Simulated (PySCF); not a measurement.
Identify the compound

The spectra below were simulated for a compound C$_{8}$H$_{10}$Si.

1H NMR (400 MHz, computed): δ 7.01 (m, 2H), 6.10 (t, 2H), 5.82 (m, 2H), 5.31 (m, 2H), 4.72 (m, 2H).

13C{1H} NMR (computed): δ 166.0, 141.6, 133.8, 131.2.

- structure optimised with GFN2-xTB
- shielding tensors at PBE0/pcSseg-1 (GIAO)
- program: PySCF 2.14
- no relativistic terms, fast rotation and ring inversion assumed for equivalent nuclei, one conformer, no solvent

Scale: 1H (σ = 31.72 ppm) and 13C (σ = 186.93 ppm) against TMS (reference shieldings calculated alike).

Choose the structure that fits.
A. C=C(C#CC)C#C[SiH2]C
B. C#C[Si@@H]1CC(=C)[C@H]1C=C
C. CC#CC1=C[Si@@H](C)C=C1
D. C#C[C@H](C)C1=C[SiH2]C=C1
E. C=CC1=C[SiH2]C=C1C=C
F. CC#CC#C/C=C\C[SiH3]

Answers

E. 

- Rings plus π bonds: 5 (1 ring in the answer).
- 4 carbon signals for 8 carbons: some carbons are equivalent by symmetry or fast rotation.
- Carbon types of the structure: 2 × C, 4 × CH, 2 × CH2, leaving 2 H on heteroatoms.
- δC 166.0: fully substituted alkene carbon.
- δC 141.6, 133.8: alkene CH; an sp2 carbon of a C=C bond.
- δC 131.2: terminal =CH2 carbon; as expected for a trigonal carbon in a double bond.
- δH 7.01, 6.10: hydrogen on an alkene CH; attached to an sp2 carbon and in the plane of the double bond.
- δH 5.82, 5.31: hydrogen on a terminal =CH2 carbon; a vinylic proton, deshielded by the sp2 carbon and the C=C anisotropy.

The others: C#C[C@H](C)C1=C[SiH2]C=C1 would give 8 carbon signals, not 4; C=C(C#CC)C#C[SiH2]C would give 8 carbon signals, not 4; C#C[Si@@H]1CC(=C)[C@H]1C=C would give 8 carbon signals, not 4; CC#CC1=C[Si@@H](C)C=C1 would give 8 carbon signals, not 4; CC#CC#C/C=C\C[SiH3] would give 8 carbon signals, not 4.

Shifts are as computed. Against solution values, carbons near 30 ppm lie about +3 ppm off and those near 130 ppm about +5 ppm. Of 1211 compounds with measured shifts, 218 miss one by over three times the rms of a fit or turn the order of signals round; such compounds aren't used in these exercises. No couplings were computed; multiplicities are counted from neighbouring protons, with m where these are inequivalent, close in shift, in a saturated or five-membered ring or joined by F or P, and br s for small geminal =CH2 splittings.
